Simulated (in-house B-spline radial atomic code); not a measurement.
# LDA exchange-only excitations of the boron ion B⁺

Method: LDA exchange-only. Computed with an all-electron radial atomic-structure program (B-spline basis): linear response of the closed shell [He] 2s2 with the functional's adiabatic kernel; non-relativistic, point nucleus, no spin-orbit coupling, no double excitations, S, P, D and F terms only.

Command:
```bash
python run_td.py task.json out
```
Settings (radii: box in bohr, nucleus in fm):
```
Z                        5
electrons                4
configuration            [He] 2s2
hamiltonian              nr
method                   lda,
box_radius               41.61
intervals                50
```

Time taken, with all properties: 1 thread of Intel(R) Xeon(R) 6975P-C (Granite Rapids), on a shared host.

The lowest states, in the order of their Tamm-Dancoff energies; the method's threshold (minus the highest occupied level) is 18.149 eV. Labels give the largest channel, * marks a mixed state, and oscillator strengths are full-response dipole values. Measured ¹D terms are left out, since they can mix with doubly excited terms. Semilocal kernels can invert the small singlet-triplet splittings of Rydberg terms. Energies in eV:

```tsv
state	full response	Tamm-Dancoff	oscillator strength	measured (J-weighted term)
2s → 2p 3P	2.757	3.629	-	4.631
2s → 2p 1P	8.512	9.127	0.996	9.100
2s → 3s 3S	13.784	13.804	-	16.090
2s → 3s 1S	14.545	14.563	-	-
2s → 3p 3P	15.012	15.031	-	17.853
2s → 3p 1P	?	?	?	?
2s → 3d 3D	?	?	-	?
2s → 3d 1D	16.166	16.167	-	-
2s → 4s 3S	16.476	16.480	-	-
2s → 4s 1S	16.632	16.636	-	-
```

(1) Where does 2s → 3d 3D lie?

(2) Where does 2s → 3p 1P lie?

(3) How large is the singlet-triplet splitting of 2s → 2p (P terms) in Tamm-Dancoff?

(4) What polarisabilities and dispersion coefficient does the method give?

Answers

(1) At 15.949 eV in full response, 15.962 eV in Tamm-Dancoff; measured 18.678 eV.

(2) At 15.336 eV in full response, 15.360 eV in Tamm-Dancoff, oscillator strength 0.0469; measured 17.866 eV.

(3) 5.5 eV, from the unrounded values.

(4) Dipole 10.95 bohr³, quadrupole 32.4 bohr⁵, C6 30.11 hartree·bohr⁶ for two such species.
